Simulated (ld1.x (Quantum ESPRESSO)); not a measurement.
**Transferability test, TM potential for rubidium**

* Element: rubidium
* Generator: ld1.x (Quantum ESPRESSO) 7.5
* Type: norm-conserving Troullier–Martins (Kleinman–Bylander form)
* Functional: LDA (PZ)
* Relativity: scalar-relativistic
* Frozen core: [Kr]
* Valence charge: 1
* Reference configuration: 5s1 5p0
* Partial waves: 5p (bound, empty): rc 3.20 bohr; 4d channel at 0.4 Ry: rc 3.40 bohr; 5s (bound): rc 4.20 bohr
* Local potential: the s channel
* Core correction: none

Energies are relative to the spin-unpolarised reference configuration 5s1 5p0; without spin polarisation the order of configurations can differ from experiment. Spin-polarised rows fill each open shell by Hund’s rule, majority spin first.

(1) Give the all-electron excitation energy and the error of the potential for: 5s0.5 5p0; 5s0 5p1; 5s1 5p0 (spin-polarised); 5s0.5 5p0 (spin-polarised).

Note: ghost state, extra bound levels that the all-electron valence spectrum of the same l lacks: p at -23.7 eV. A true bound ghost makes a file unfit for plane-wave use.

Results:

(1)

```csv
valence configuration,charge,ΔE all-electron (eV),error AE − PS (meV)
5s0.5 5p0,+0.5,1.659,+17
5s0 5p1,0,1.620,+85
5s1 5p0 (spin-polarised),0,-0.125,+47
5s0.5 5p0 (spin-polarised),+0.5,1.616,+41
```
